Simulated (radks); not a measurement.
Values are calculated unless marked as measured or tabulated.
Ta65+, 8 electrons, occupied as [He] 2s2 2p4.

Level of theory: scalar-relativistic Kohn-Sham, r2SCAN, spin-polarised, spherical densities, finite nucleus; open shells are filled with parallel spins first (spin-orbit coupling, left out, can overturn this in heavy ions); meta-GGA in the generalised Kohn-Sham scheme; Fermi nuclear charge, rms radius 5.3507 fm (a radial shooting solver on a logarithmic mesh with Libxc functionals).

Energy parts (hartree):
| part | energy |
|---|---|
| total | -9576.1510 |
| kinetic | 10918.3090 |
| electron-nucleus | -20926.1329 |
| Hartree | 542.5809 |
| exchange-correlation | -110.9081 |

Orbitals (lengths in bohr, moments of r in powers of bohr; <r^-3> diverges for s and p1/2):
| orbital | occ. | eigenvalue (hartree) | <r^4> | <r> | <1/r> | <r^-3> |
|---|---|---|---|---|---|---|
| 1s up | 1 | -2715.631 | 6.154e-07 | 0.01864 | 85.50 | - |
| 1s down | 1 | -2713.928 | 6.137e-07 | 0.01862 | 85.55 | - |
| 2s up | 1 | -641.3517 | 0.00008244 | 0.07690 | 20.56 | - |
| 2s down | 1 | -638.9526 | 0.00008302 | 0.07702 | 20.50 | - |
| 2p up | 3 | -591.9860 | 0.00006184 | 0.06825 | 18.65 | 20000 |
| 2p down | 1 | -588.9716 | 0.00006252 | 0.06841 | 18.62 | 19920 |

The highest occupied level is 2p down at -16026.7 eV. Summed over all electrons, <r^2> = 0.03758 bohr^2, which gives a Langevin (diamagnetic) susceptibility term of -0.0298 x 10^-6 cm^3/mol. For comparison, the ionisation energy in NIST's Atomic Spectra Database is 15820 eV (theoretical). In exact Kohn-Sham theory the highest level is minus the ionisation energy, but local and semilocal functionals leave it too shallow, through self-interaction and a potential that decays too fast; potentials with the right tail come closer.
